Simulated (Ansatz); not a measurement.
Level of theory: B3LYP-D3(BJ)/def2-TZVP run with Ansatz (an electronic-structure program). No frequencies were computed at this level.

Ansatz 0.2 input:
```yaml
crystal:
  periodic: [false, false, false]
  atoms:
    - { symbol: Si, position_ang: [2.038808, 0.670392, -0.030764] }
    - { symbol: C, position_ang: [0.574692, -0.155364, 0.525941] }
    - { symbol: N, position_ang: [-0.6271, 0.014835, -0.094779] }
    - { symbol: Si, position_ang: [-2.159343, -0.479873, 0.009422] }
    - { symbol: H, position_ang: [3.301433, 0.45995, 0.663444] }
    - { symbol: H, position_ang: [2.123617, 1.578103, -1.160958] }
    - { symbol: H, position_ang: [0.638874, -0.816512, 1.388716] }
    - { symbol: H, position_ang: [-2.895656, -1.384581, 0.896758] }
    - { symbol: H, position_ang: [-2.995319, 0.113052, -1.017934] }
basis:
  gaussian: { orbitals: def2-tzvp }
hamiltonian:
  xc: b3lyp
  dispersion: d3bj
relax:
  max_steps: 150
```

Output:

```
Functional definition: B3LYP
1077 factors; their error is unknown
mean field evaluation 1: about -18345.7965 eV, gradient 8.6e1 eV
mean field evaluation 2: about -18197.4741 eV, gradient 2.0e2 eV
mean field evaluation 4: about -18361.6728 eV, gradient 2.7e1 eV
mean field evaluation 8: about -18363.5146 eV, gradient 1.6e-1 eV
mean field evaluation 16: about -18363.5657 eV, gradient 4.7e-4 eV
mean field -18363.56566107 eV, -674.8485907723 hartree, gradient 1.7e-5 eV, S^2 0.000000; 0 other end points of the search recorded, 0 dependent functions left out
reference -18363.56595728 eV, -674.8486016581 hartree; 23, 23 occupied and 143, 143 virtual orbitals, 1077 factors
relax step   1: F+E_penalty+E_count = -18363.95101079 eV  Δ(F+E_penalty+E_count) = +0.000e0 eV  max|allowed force component| = 7.114e-1 eV/Å  Δτ_max = 0.0000 Å  (30 SCF iters, accepted)
these checks for a lower state are left out or cut short: starts, cluster_reference, orbital_swaps, neighbouring_geometries, increment
1077 factors; their error is unknown
mean field -18363.62718105 eV, -674.8508515901 hartree, gradient 2.2e-5 eV, S^2 0.000000; 0 other end points of the search recorded, 0 dependent functions left out
reference -18363.62747559 eV, -674.8508624143 hartree; 23, 23 occupied and 143, 143 virtual orbitals, 1077 factors
relax step   2: F+E_penalty+E_count = -18364.01445701 eV  Δ(F+E_penalty+E_count) = -6.345e-2 eV  max|allowed force component| = 3.160e-1 eV/Å  Δτ_max = 0.0697 Å  (34 SCF iters, accepted)
these checks for a lower state are left out or cut short: starts, cluster_reference, orbital_swaps, neighbouring_geometries, increment
1077 factors; their error is unknown
mean field evaluation 32: about -18363.6427 eV, gradient 2.2e-5 eV
mean field -18363.64267724 eV, -674.8514210646 hartree, gradient 2.2e-5 eV, S^2 0.000000; 0 other end points of the search recorded, 0 dependent functions left out
reference -18363.64297075 eV, -674.8514318508 hartree; 23, 23 occupied and 143, 143 virtual orbitals, 1077 factors
relax step   3: F+E_penalty+E_count = -18364.03168196 eV  Δ(F+E_penalty+E_count) = -1.722e-2 eV  max|allowed force component| = 9.813e-2 eV/Å  Δτ_max = 0.0846 Å  (33 SCF iters, accepted)
these checks for a lower state are left out or cut short: starts, cluster_reference, orbital_swaps, neighbouring_geometries, increment
1077 factors; their error is unknown
mean field -18363.64338100 eV, -674.8514469270 hartree, gradient 2.1e-5 eV, S^2 0.000000; 0 other end points of the search recorded, 0 dependent functions left out
reference -18363.64367435 eV, -674.8514577076 hartree; 23, 23 occupied and 143, 143 virtual orbitals, 1077 factors
relax step   4: F+E_penalty+E_count = -18364.03236151 eV  Δ(F+E_penalty+E_count) = -6.796e-4 eV  max|allowed force component| = 2.281e-2 eV/Å  Δτ_max = 0.0134 Å  (34 SCF iters, accepted)
these checks for a lower state are left out or cut short: starts, cluster_reference, orbital_swaps, neighbouring_geometries, increment
1077 factors; their error is unknown
mean field -18363.64338127 eV, -674.8514469371 hartree, gradient 2.1e-5 eV, S^2 0.000000; 0 other end points of the search recorded, 0 dependent functions left out
reference -18363.64367456 eV, -674.8514577152 hartree; 23, 23 occupied and 143, 143 virtual orbitals, 1077 factors
relax step   5: F+E_penalty+E_count = -18364.03254926 eV  Δ(F+E_penalty+E_count) = -1.878e-4 eV  max|allowed force component| = 4.532e-2 eV/Å  Δτ_max = 0.0089 Å  (34 SCF iters, accepted)
these checks for a lower state are left out or cut short: starts, cluster_reference, orbital_swaps, neighbouring_geometries, increment
1077 factors; their error is unknown
mean field -18363.64378084 eV, -674.8514616210 hartree, gradient 2.2e-5 eV, S^2 0.000000; 0 other end points of the search recorded, 0 dependent functions left out
reference -18363.64407408 eV, -674.8514723973 hartree; 23, 23 occupied and 143, 143 virtual orbitals, 1077 factors
relax step   6: F+E_penalty+E_count = -18364.03290545 eV  Δ(F+E_penalty+E_count) = -3.562e-4 eV  max|allowed force component| = 3.175e-2 eV/Å  Δτ_max = 0.0196 Å  (33 SCF iters, accepted)
these checks for a lower state are left out or cut short: starts, cluster_reference, orbital_swaps, neighbouring_geometries, increment
1077 factors; their error is unknown
mean field -18363.64375733 eV, -674.8514607571 hartree, gradient 2.2e-5 eV, S^2 0.000000; 0 other end points of the search recorded, 0 dependent functions left out
reference -18363.64405050 eV, -674.8514715310 hartree; 23, 23 occupied and 143, 143 virtual orbitals, 1077 factors
relax step   7: F+E_penalty+E_count = -18364.03297921 eV  Δ(F+E_penalty+E_count) = -7.377e-5 eV  max|allowed force component| = 1.198e-2 eV/Å  Δτ_max = 0.0118 Å  (34 SCF iters, accepted)
these checks for a lower state are left out or cut short: starts, cluster_reference, orbital_swaps, neighbouring_geometries, increment
1077 factors; their error is unknown
mean field evaluation 64: about -18363.6438 eV, gradient 7.6e-5 eV
mean field -18363.64381043 eV, -674.8514627084 hartree, gradient 2.2e-5 eV, S^2 0.000000; 0 other end points of the search recorded, 0 dependent functions left out
reference -18363.64410357 eV, -674.8514734812 hartree; 23, 23 occupied and 143, 143 virtual orbitals, 1077 factors
relax step   8: F+E_penalty+E_count = -18364.03299107 eV  Δ(F+E_penalty+E_count) = -1.185e-5 eV  max|allowed force component| = 6.632e-3 eV/Å  Δτ_max = 0.0035 Å  (26 SCF iters, accepted)
1077 factors; their error is unknown
mean field -18363.64381043 eV, -674.8514627084 hartree, gradient 2.5e-5 eV, S^2 0.000000; 1 other end points of the search recorded, 0 dependent functions left out
reference -18363.64410357 eV, -674.8514734812 hartree; 23, 23 occupied and 143, 143 virtual orbitals, 1077 factors
Total energy: -18364.03328421 eV, -674.8657756059 hartree
Atom 0 at     2.032844     0.647493    -0.001489 Å, force     0.000879    -0.001809     0.000859 eV/Å
Atom 1 at     0.554440    -0.132200     0.489892 Å, force    -0.003271    -0.000653    -0.006632 eV/Å
Atom 2 at    -0.622103     0.058182    -0.148194 Å, force     0.006562    -0.001756     0.002535 eV/Å
Atom 3 at    -2.144477    -0.436135    -0.040220 Å, force    -0.005880    -0.001131     0.000187 eV/Å
Atom 4 at     3.283423     0.395593     0.735775 Å, force     0.000205     0.000826    -0.000847 eV/Å
Atom 5 at     2.100397     1.565742    -1.149663 Å, force     0.000408     0.001506     0.001210 eV/Å
Atom 6 at     0.606977    -0.801835     1.355749 Å, force     0.000113     0.002210     0.002595 eV/Å
Atom 7 at    -2.705659    -1.378633     0.958495 Å, force     0.000402    -0.000290     0.000357 eV/Å
Atom 8 at    -3.105837     0.081795    -1.020498 Å, force     0.000583     0.001097    -0.000264 eV/Å
Dipole moment:    -0.130629    -0.115602     0.100687 e Å
```

Cost: about 40 core-seconds (a rough figure).
